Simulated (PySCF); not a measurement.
**Two-photon absorption: SMILES CC1=CC(=C2C=C2)C=C1, C₉H₈**

Geometry:
```tsv
atom	x (Å)	y (Å)	z (Å)
C1	-1.660	1.154	-0.143
C2	-0.258	0.642	-0.150
C3	0.896	1.377	-0.136
C4	2.019	0.454	-0.149
C5	3.333	0.777	-0.141
C6	4.398	1.723	-0.118
C7	4.715	0.434	-0.140
C8	1.464	-0.890	-0.173
C9	0.105	-0.770	-0.173
H10	-1.687	2.253	-0.124
H11	-2.219	0.787	0.734
H12	-2.217	0.818	-1.034
H13	0.976	2.464	-0.117
H14	4.731	2.758	-0.100
H15	5.491	-0.328	-0.151
H16	2.048	-1.810	-0.188
H17	-0.613	-1.592	-0.188
```

Theory: TDDFT CAM-B3LYP/aug-cc-pVDZ excited states, vertical, gas phase (PySCF 2.14.0). Geometry: PBE0-D3(BJ)/def2-SVP.

(1) Give the one- and two-photon strengths of the lowest singlets.

## Answers

(1) δ for parallel linear polarisation; σ at the peak of a Lorentzian of half width 0.1 eV, single beam; Ω is circular over linear.
| state | E (eV) | f | photon λ (nm) | δ (au) | σ (GM) | Ω | main |
| --- | --- | --- | --- | --- | --- | --- | --- |
| S1 | 3.95 | 0.007 | 627 | 87.3 | 0.50 | 1.44 | HOMO−1→LUMO 0.61, HOMO→LUMO 0.36 |
| S2 | 4.03 | 0.031 | 615 | 28.8 | 0.17 | 0.86 | HOMO→LUMO+2 0.88, HOMO−1→LUMO+2 0.09 |
| S3 | 4.39 | 0.013 | 565 | 53.9 | 0.38 | 0.15 | HOMO→LUMO 0.57, HOMO−1→LUMO 0.34 |
| S4 | 4.83 | 0.644 | 514 | 58.4 | 0.50 | 1.18 | HOMO−1→LUMO+2 0.79, HOMO→LUMO+2 0.08 |
| S5 | 4.97 | 0.000 | 499 | 233 | 2.12 | 1.50 | HOMO→LUMO+1 0.44, HOMO→LUMO+4 0.37 |
| S6 | 5.19 | 0.006 | 478 | 136 | 1.34 | 1.50 | HOMO−1→LUMO+1 0.64, HOMO→LUMO+4 0.11 |

Among these, the strongest one-photon state is S4, the strongest two-photon state S5, with a dipole change of 4.3 D (relaxed, norm of the difference vector).
